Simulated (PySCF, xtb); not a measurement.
1,1-dimethylcyclopropane (C5H10), SMILES CC1(C)CC1.

GFN2-xTB (xtb) at its own geometry gives an orbital gap of 9.47 eV and a dipole moment of 0.23 D.

Coordinates come from a PBE0-D3(BJ)/def2-SVP optimisation.

Problem. What does ωB97X/def2-TZVP (PySCF) give? (The exact figures need the calculation; the answer reports its results.)

Solution. gap 13.18 eV (levels -9.97 and 3.21 eV), dipole 0.14 D.
